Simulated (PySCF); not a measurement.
SMILES COC(=O)/C(F)=C/F, C4H4F2O2

Cartesian coordinates in Å; atom numbers follow the order of the lines, from 1:
```xyz
12

C    -2.253    0.384   -0.185
O    -0.894    0.764   -0.010
C    -0.015   -0.223    0.082
O    -0.279   -1.398    0.030
C     1.372    0.289    0.263
F     1.516    1.620    0.301
C     2.401   -0.549    0.379
F     3.657   -0.159    0.541
H    -2.818    1.310   -0.241
H    -2.368   -0.196   -1.102
H    -2.587   -0.222    0.659
H     2.268   -1.621    0.346
```

Method: GIAO B3LYP/pcSseg-1 magnetisability, rotational g tensor and spin-rotation constants, non-relativistic, gas phase (PySCF). Geometry: GFN2-xTB.

How diamagnetic is it, and how anisotropic?

Isotropic -915 × 10⁻³⁰ J/T², or -55.1 × 10⁻⁶ cm³/mol; principal values -1040, -925, -779 × 10⁻³⁰ J/T², anisotropy 227 × 10⁻³⁰ J/T² (root of half the summed squared differences of the principal values). The susceptibility is in cgs units.

Split it along the inertial axes a, b, c into diamagnetic and paramagnetic parts about the centre of mass, with the quadrupole moment.


| axis | χ (10⁻⁶ cm³/mol) | diamagnetic (10⁻⁶ cm³/mol) | paramagnetic (10⁻⁶ cm³/mol) | summed x² of all electrons (Å²) | quadrupole Θ (D Å) |
| --- | --- | --- | --- | --- | --- |
| a | -55.0 | -305.5 | 250.6 | 235.3 | +8.08 |
| b | -47.7 | -1043.3 | 995.6 | 61.4 | -8.26 |
| c | -62.7 | -1258.5 | 1195.9 | 10.6 | +0.17 |

Anisotropies 2χaa − χbb − χcc = +0.4 and 2χbb − χaa − χcc = +22.3 × 10⁻⁶ cm³/mol. Θ is traceless in Buckingham's convention.

And the rotational g tensor?


```tsv
axis	rotational constant (GHz)	g	nuclear part	electronic part
a	4.9660	-0.0628	0.5218	-0.5846
b	1.1784	-0.0136	0.5376	-0.5512
c	0.9581	-0.0066	0.5317	-0.5383
```
Asymmetric top; isotopes 12C, 19F, 1H, 16O; no vibrational averaging.
